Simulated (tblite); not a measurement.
Compound: C4H13N2PSi2.
Numbering: `[CH3:1][CH2:2][C@H:3]([C:4]#[N:5])[SiH2:6][NH:7][SiH2:8][PH2:9]` (hydrogens: H10, H11, H12 on C1; H13, H14 on C2; H15 on C3; H16, H17 on Si6; H18 on N7; H19, H20 on Si8; H21, H22 on P9)

Computed geometry: GFN2-xTB, gas phase.

(1) List the bond lengths, angles and torsions at this level.

## Answers

(1) 
```csv
bond,length (pm),order
C1–C2,152.4,single
C2–C3,153.0,single
C3–C4,142.7,single
C4≡N5,114.6,triple
C3–Si6,191.9,single
Si6–N7,172.5,single
N7–Si8,173.4,single
Si8–P9,223.1,single
"C1–H10, C1–H11, C1–H12",108.8,single
C2–H13,109.2,single
C2–H14,109.2,single
C3–H15,109.5,single
Si6–H16,146.8,single
Si6–H17,146.4,single
N7–H18,100.8,single
Si8–H19,146.8,single
Si8–H20,146.7,single
"P9–H21, P9–H22",138.3,single
```

Bonds in one row agree within 1 pm and their mean is given. Orders are formal, as drawn. A selection of angles:
```csv
angle,degrees
C1–C2–C3,112.1
C2–C3–C4,111.2
C2–C3–Si6,111.5
C4–C3–Si6,108.6
C3–C4–N5,177.9
C3–Si6–N7,105.4
Si6–N7–Si8,129.2
N7–Si8–P9,105.1
H18–N7–Si6,116.0
H18–N7–Si8,114.3
```

Dihedral angles: C1–C2–C3–C4 -64° (synclinal); C2–C3–Si6–N7 168° (antiperiplanar); C3–Si6–N7–Si8 172° (antiperiplanar); Si6–N7–Si8–P9 -4° (synperiplanar).

P9 (three-coordinate phosphorus) is pyramidal (angles 95.4°, 94.6° and 92.3°, sum 282.3°, 0.84 Å off the plane of its three neighbours). Si8 (SiH2 silicon) is distorted tetrahedral (angles from 105.1° to 114.6°). The 3 C–C bonds span 1.427 Å (C3–C4, drawn single) to 1.530 Å (C2–C3, drawn single), a spread of 0.103 Å. Of the pairs four or more bonds apart, C4···H18 is among the closest relative to their van der Waals radii: 2.61 Å, 90 % of the sum of Bondi's values. N7 (nitrogen bridging silicon atoms) is planar (angles 129.2°, 116.0° and 114.3°, sum 359.5°, 0.06 Å off the plane of its three neighbours). Si6 (SiH2 silicon) is distorted tetrahedral (angles from 105.4° to 111.9°).

Point group: C1 (no symmetry element, even within 0.4 Å). Its lowest GFN2-xTB frequency is 14 cm⁻¹, too small to tell a flat minimum from a shallow saddle. The numbers are those of one conformer (C1–C2–C3–C4 -64°, C2–C3–Si6–N7 168°, C3–Si6–N7–Si8 172°, Si6–N7–Si8–P9 -4°, N7–Si8–P9–H 173° and 81°). 3 starts were optimised and ended at 0.00, 0.61 and 1.15 kcal/mol (GFN2-xTB); the lowest of these is shown.
